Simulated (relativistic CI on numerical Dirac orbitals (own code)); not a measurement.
**Mo3+: M2,3 absorption edge**

Computed with this model: Dirac-Coulomb-Breit CI, orbitals from a KLI potential per configuration, model QED (radiative potential, 1s self-energy scaled to tabulated hydrogen-like ionisation energies), multiplet model of core-to-valence dipole absorption, unscaled Slater integrals; configurations [Kr] 4d3 → [Ne] 3s2 3p5 3d10 4s2 4p6 4d4; 10 K; Lorentzian 2 eV and Gaussian 0.4 eV FWHM. Energies are those of the free ion, without screening or charge transfer. The branching ratio is the share of the lower-energy edge in the whole absorption, uncertain by about 0.02 where the edges overlap. S is read from ⟨S²⟩ = S(S + 1).

Field parameters in Wybourne normalisation: Oh B⁴₀ = 21Dq, B⁴₄ = √(5/14) B⁴₀. The field is a parameter set, without covalency.

Computed curve for Oh, 10Dq = 6000 cm⁻¹, scaled to 100 at the maximum (points under 2 are left out and the grid is thinned):

```
Energy (eV)  Intensity
     391.50        2.0
     392.00        2.3
     392.50        2.6
     393.25        3.2
     393.75        3.7
     394.25        4.3
     394.75        5.2
     395.25        6.3
     396.00        9.0
     396.50       11.8
     397.00       16.3
     397.50       23.5
     398.00       34.9
     398.75       59.2
     399.25       75.4
     399.75       91.7
     400.25      100.0
     400.75       91.0
     401.50       62.2
     402.00       43.6
     402.50       30.1
     403.00       21.5
     403.50       16.0
     404.25       11.4
     404.75        9.4
     405.25        8.0
     405.75        6.8
     406.25        5.6
     407.00        4.2
     407.50        3.6
     408.00        3.2
     408.50        2.9
     409.25        2.6
     409.75        2.4
     410.25        2.4
     410.75        2.3
     411.25        2.4
     412.00        2.6
     412.50        2.8
     413.00        3.1
     413.50        3.6
     414.00        4.4
     414.75        6.7
     415.25        9.5
     415.75       14.3
     416.25       20.7
     416.75       24.6
     417.50       24.8
     418.00       27.2
     418.50       28.7
     419.00       25.6
     419.50       19.9
     420.25       11.8
     420.75        8.2
     421.25        6.0
     421.75        4.8
     422.25        4.2
     423.00        3.4
     423.50        2.8
     424.00        2.2
```

The ground state has S = 1.50, and the centroid lies at 404.75 eV.
